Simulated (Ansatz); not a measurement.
Basis-set extrapolation for B$_{2}$H$_{6}$OSi, SMILES `B[SiH2]BO` (PBE0-D4/def2-TZVP geometry, frozen core, Ansatz). Multiplicity 1, RHF reference.

```csv
,def2-TZVPP,def2-QZVPP
HF,-416.714084,-416.729083
MP2 correlation,-0.564711,-0.605995
CCSD(T) correlation,-0.637366,not run
```

Energies in hartree. Use E(X) = E(∞) + A·exp(−7.88·√X) for Hartree–Fock and E(X) = E(∞) + B·X^(−2.97) for correlation, with X = 3 and 4, and add CCSD(T) minus MP2 of the smaller set to the MP2 limit.

Task: What is the CCSD(T) energy at the basis-set limit?

Result: HF limit: -416.729083 + (-0.014999) × 0.13774 = -416.73115. MP2 limit: -0.605995 + (-0.041284) × 0.74074 = -0.63658. Higher-order term: -0.637366 − (-0.564711) = -0.07266. Total: -417.44039 hartree, 233.5 kJ/mol below CCSD(T)/def2-TZVPP.
